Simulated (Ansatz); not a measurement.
Input for Ansatz (development build ahead of 0.2.0):

```yaml
crystal:
  periodic: [false, false, false]
  atoms:
    - { symbol: Mg, position_ang: [0.0, 0.0, 2.0431] }
    - { symbol: Mg, position_ang: [0.0, 0.0, -2.0431] }
    - { symbol: P, position_ang: [0.0, 0.0, 5.6366] }
    - { symbol: P, position_ang: [0.0, 0.0, -5.6366] }
basis:
  gaussian: { orbitals: pcseg-2 }
magnetization:
  spin_polarized: true
  initial_magnetization: 2
hamiltonian:
  xc: pbe0
```

The input is written out in the form of the current development build from the run's settings.

Output:

```
Converged                       : yes
Total energy                    : -1082.21437 hartree
Spin squared of the determinant : 3.987
Stability test                  : minimum
```

Caution: the unrestricted determinant is a mixture of spin states; other spin multiplicities may lie lower.
